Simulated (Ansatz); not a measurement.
Li₁₂F₁₂ (started as a model of: 2x3x4 LiF rock-salt block), 24 atoms. Hardware: 4 threads of Arm Neoverse V1 on a shared host.

Correlated methods freeze 12 core orbitals; core or outer-core shells of Li are correlated, in sets that lack core-valence functions.

**Question.** How many basis functions does each of these Ansatz runs have, and roughly what does it cost? MP2/def2-SVP, charge 0 singlet, energy, from earlier orbitals; PBE0-D4/def2-SVP, charge 0 triplet at the geometry of the charge 0 singlet, energy; PBE-D4/def2-SVP, charge 0 singlet, energy, from earlier orbitals; PBE-D4/def2-TZVP, charge 0 singlet, energy and forces, from earlier orbitals; B3LYP-D4/6-31G, charge 0 singlet, energy; r2SCAN-D4/def2-SVP, charge 0 singlet, relaxation, 4 steps; PBE-D4/def2-SVP, charge 0 triplet at the geometry of the charge 0 singlet, energy, from earlier orbitals; PBE0-D4/def2-SVP, charge 0 singlet, energy, from earlier orbitals; PBE-D4/def2-SVP, charge -1 doublet at the geometry of the charge 0 singlet, energy, from earlier orbitals; r2SCAN-D4/def2-TZVP, charge 0 singlet, energy and forces, from earlier orbitals; RPA@PBE/def2-SVP, charge 0 singlet, energy, from earlier orbitals; PBE0-D4/def2-TZVP, charge 0 singlet, energy, from earlier orbitals.

**Answer.** Other jobs shared the machine, so times can vary by a factor of up to 3. A dash marks memory too small to be measured apart from the calling script's.

```csv
run,functions,fitting or Cholesky vectors,wall time,peak host memory (GiB)
"PBE-D4/def2-SVP, charge 0 singlet, energy, from earlier orbitals",276,3408,14 s,–
"PBE0-D4/def2-SVP, charge 0 singlet, energy, from earlier orbitals",276,3060,16 s,1.5
"B3LYP-D4/6-31G, charge 0 singlet, energy",216,2412,16 s,1.2
"MP2/def2-SVP, charge 0 singlet, energy, from earlier orbitals",276,3060,19 s,1.4
"PBE-D4/def2-TZVP, charge 0 singlet, energy and forces, from earlier orbitals",540,3420,22 s,1.8
"RPA@PBE/def2-SVP, charge 0 singlet, energy, from earlier orbitals",276,3060,33 s,1.3
"r2SCAN-D4/def2-TZVP, charge 0 singlet, energy and forces, from earlier orbitals",540,3420,40 s,1.9
"PBE-D4/def2-SVP, charge 0 triplet at the geometry of the charge 0 singlet, energy, from earlier orbitals",276,3408,43 s,–
"PBE0-D4/def2-TZVP, charge 0 singlet, energy, from earlier orbitals",540,4284,49 s,4.2
"r2SCAN-D4/def2-SVP, charge 0 singlet, relaxation, 4 steps",276,3408,65 s,–
"PBE-D4/def2-SVP, charge -1 doublet at the geometry of the charge 0 singlet, energy, from earlier orbitals",276,3408,72 s,1.9
"PBE0-D4/def2-SVP, charge 0 triplet at the geometry of the charge 0 singlet, energy",276,3060,3 min,2.6
```
